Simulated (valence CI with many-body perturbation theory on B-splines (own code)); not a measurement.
Results of a calculation; reference values are marked as such.
Energy levels of Lu²¹⁺

Method: valence CI with perturbative core correlation (CI+MBPT): four valence electrons over a frozen Dirac-Fock core [Kr] 4d10, a basis of 7 s, 7 p, 7 d, 7 f, 4 g, 2 h functions for each j, with the one-electron correlation potential Σ1 (screened to all orders), the two-electron term Σ2, the three-electron term Σ3, Breit, model QED; selected single and double excitations, second order for the rest, scaled by the run's own slope (own B-spline code, finite nucleus).

No measured levels were compared; by estimate terms of the open shell hold to a few per cent of their energy, and close levels can change places.

Levels 46 to 90 of 198, with energies above the lowest level, 4f⁴ ⁵I_4. "Leading %" is the weight of the configuration and term that name the level; weights of strongly mixed levels are sums over their largest components and can fall short. In the jj column 3d3/2^4 stands for four electrons in 3d with j = 3/2.

| No. | Configuration | Term | J | E (eV) | Leading % | Second component | Leading jj |
| --- | --- | --- | --- | --- | --- | --- | --- |
| 46 | 4f⁴ | ³L | 9 | 10.775 | 53 | 47 % 4f⁴ ³M | 4f5/2 4f7/2^3 (94 %) |
| 47 | 4f⁴ | ³G | 5 | 10.801 | 52 | 16 % 4f⁴ ³I | 4f5/2 4f7/2^3 (55 %) |
| 48 | 4f⁴ | ³F | 2 | 10.885 | 35 | 28 % 4f⁴ ⁵D | 4f5/2 4f7/2^3 (60 %) |
| 49 | 4f⁴ | ⁵D | 3 | 11.175 | 51 | 39 % 4f⁴ ³F | 4f5/2^2 4f7/2^2 (45 %) |
| 50 | 4f⁴ | ³F | 3 | 11.570 | 68 | 13 % 4f⁴ ⁵D | 4f5/2 4f7/2^3 (61 %) |
| 51 | 4f⁴ | ⁵D | 4 | 11.606 | 37 | 36 % 4f⁴ ³H | 4f5/2^2 4f7/2^2 (69 %) |
| 52 | 4f⁴ | ¹I | 6 | 11.748 | 41 | 35 % 4f⁴ ³H | 4f5/2^2 4f7/2^2 (43 %) |
| 53 | 4f⁴ | ¹L | 8 | 11.914 | 43 | 24 % 4f⁴ ³K | 4f7/2^4 (60 %) |
| 54 | 4f⁴ | ³H | 5 | 12.240 | 76 | 15 % 4f⁴ ³G | 4f5/2^2 4f7/2^2 (79 %) |
| 55 | 4f⁴ | ¹G | 4 | 12.340 | 50 | 26 % 4f⁴ ³F | 4f5/2 4f7/2^3 (55 %) |
| 56 | 4f⁴ | ³G | 5 | 12.861 | 45 | 29 % 4f⁴ ¹H | 4f5/2 4f7/2^3 (35 %) |
| 57 | 4f⁴ | ¹K | 7 | 13.098 | 72 | 21 % 4f⁴ ³I | 4f5/2 4f7/2^3 (77 %) |
| 58 | 4f⁴ | ³F | 4 | 13.109 | 56 | 31 % 4f⁴ ³G | 4f5/2^2 4f7/2^2 (45 %) |
| 59 | 4f⁴ | ¹D | 2 | 13.112 | 56 | 26 % 4f⁴ ³D | 4f5/2 4f7/2^3 (47 %) |
| 60 | 4f⁴ | ³G | 3 | 13.253 | 69 | 22 % 4f⁴ ³F | 4f5/2^2 4f7/2^2 (64 %) |
| 61 | 4f⁴ | ³K | 6 | 13.516 | 50 | 32 % 4f⁴ ³H | 4f5/2^2 4f7/2^2 (44 %) |
| 62 | 4f⁴ | ³H | 4 | 13.682 | 41 | 18 % 4f⁴ ¹G | 4f5/2 4f7/2^3 (44 %) |
| 63 | 4f⁴ | ¹I | 6 | 13.721 | 40 | 33 % 4f⁴ ³H | 4f5/2 4f7/2^3 (51 %) |
| 64 | 4f⁴ | ¹D | 2 | 13.934 | 48 | 39 % 4f⁴ ³F | 4f5/2 4f7/2^3 (33 %) |
| 65 | 4f⁴ | ³H | 4 | 14.004 | 53 | 20 % 4f⁴ ³G | 4f5/2^2 4f7/2^2 (53 %) |
| 66 | 4f⁴ | ³K | 8 | 14.324 | 62 | 38 % 4f⁴ ¹L | 4f5/2^2 4f7/2^2 (92 %) |
| 67 | 4f⁴ | ¹N | 10 | 14.373 | 92 | 8 % 4f⁴ ³M | 4f5/2 4f7/2^3 (57 %) |
| 68 | 4f⁴ | ³F | 2 | 14.400 | 68 | 22 % 4f⁴ ¹D | 4f7/2^4 (33 %) |
| 69 | 4f⁴ | ³K | 7 | 14.465 | 82 | 14 % 4f⁴ ³I | 4f5/2^2 4f7/2^2 (87 %) |
| 70 | 4f⁴ | ³H | 5 | 14.577 | 47 | 31 % 4f⁴ ³I | 4f5/2^2 4f7/2^2 (60 %) |
| 71 | 4f⁴ | ³F | 4 | 14.577 | 39 | 21 % 4f⁴ ¹G | 4f5/2^2 4f7/2^2 (48 %) |
| 72 | 4f⁴ | ³P | 0 | 14.754 | 71 | 17 % 4f⁴ ⁵D | 4f5/2^2 4f7/2^2 (45 %) |
| 73 | 4f⁴ | ³G | 5 | 14.867 | 47 | 32 % 4f⁴ ³H | 4f5/2 4f7/2^3 (57 %) |
| 74 | 4f⁴ | ³F | 3 | 15.003 | 70 | 22 % 4f⁴ ³G | 4f5/2 4f7/2^3 (67 %) |
| 75 | 4f⁴ | ³H | 6 | 15.259 | 64 | 22 % 4f⁴ ³K | 4f5/2^2 4f7/2^2 (48 %) |
| 76 | 4f⁴ | ³P | 1 | 16.298 | 88 | 7 % 4f⁴ ⁵D | 4f5/2^2 4f7/2^2 (47 %) |
| 77 | 4f⁴ | ¹G | 4 | 16.517 | 41 | 21 % 4f⁴ ³G | 4f5/2 4f7/2^3 (61 %) |
| 78 | 4f⁴ | ¹L | 8 | 16.538 | 62 | 37 % 4f⁴ ³K | 4f5/2 4f7/2^3 (86 %) |
| 79 | 4f⁴ | ³I | 5 | 16.652 | 62 | 28 % 4f⁴ ³H | 4f5/2 4f7/2^3 (46 %) |
| 80 | 4f⁴ | ³I | 6 | 16.656 | 64 | 29 % 4f⁴ ¹I | 4f5/2^2 4f7/2^2 (69 %) |
| 81 | 4f⁴ | ³G | 3 | 17.078 | 75 | 10 % 4f⁴ ¹F | 4f5/2^3 4f7/2 (36 %) |
| 82 | 4f⁴ | ³I | 7 | 17.412 | 85 | 12 % 4f⁴ ³K | 4f5/2 4f7/2^3 (81 %) |
| 83 | 4f⁴ | ³G | 4 | 17.503 | 49 | 21 % 4f⁴ ¹G | 4f7/2^4 (40 %) |
| 84 | 4f⁴ | ³P | 2 | 17.727 | 70 | 22 % 4f⁴ ³D | 4f5/2^2 4f7/2^2 (51 %) |
| 85 | 4f⁴ | ³G | 5 | 17.730 | 88 | 7 % 4f⁴ ³H | 4f5/2 4f7/2^3 (50 %) |
| 86 | 4f⁴ | ³D | 3 | 18.179 | 35 | 34 % 4f⁴ ¹F | 4f5/2^2 4f7/2^2 (54 %) |
| 87 | 4f⁴ | ¹D | 2 | 18.523 | 51 | 28 % 4f⁴ ³D | 4f5/2 4f7/2^3 (46 %) |
| 88 | 4f⁴ | ¹I | 6 | 18.773 | 62 | 19 % 4f⁴ ³H | 4f7/2^4 (37 %) |
| 89 | 4f⁴ | ¹G | 4 | 19.212 | 69 | 19 % 4f⁴ ³G | 4f5/2^2 4f7/2^2 (52 %) |
| 90 | 4f⁴ | ³D | 3 | 20.011 | 49 | 48 % 4f⁴ ¹F | 4f5/2 4f7/2^3 (68 %) |

Names give the largest LS component (configuration and term), which can be under half, so a name can repeat, a term be missing and a line seem to break the LS rules; names also repeat where a configuration has a term twice.

Where two levels of one J and parity lie close, their mixing, g and order are uncertain.
